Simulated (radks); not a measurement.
Results of a calculation; reference values are marked as such.
Polarisability of the dysprosium ion Dy2+, [Xe] 4f10, at imaginary frequency. Level of theory: non-relativistic Kohn-Sham, LB94 model potential, spin-polarised, spherical densities, point nucleus; open shells are filled with parallel spins first (spin-orbit coupling, left out, can overturn this in heavy ions); relativity is left out, which matters for an element this heavy (a radial shooting solver on a logarithmic mesh with Libxc functionals). Response by self-consistent Sternheimer equations with the Hartree and adiabatic LDA kernel.

w (hartree),alpha1(iw) (bohr^3)
0.00266,7.116
0.0143,7.114
0.0360,7.101
0.0697,7.059
0.118,6.960
0.186,6.764
0.280,6.428
0.413,5.910
0.605,5.161
0.892,4.148
1.35,2.952
2.12,1.803
3.59,0.9225
6.94,0.3704
17.5,0.09031

Static values: alpha1 = 7.116 bohr^3 (1.055 angstrom^3; uncoupled 14.05). C6 = 42.36, triple-dipole C9 = 208.4 atomic units. One-pole (London) frequency 4 C6 / (3 alpha1^2) = 1.115 hartree, against 1.029 for minus the highest occupied eigenvalue.
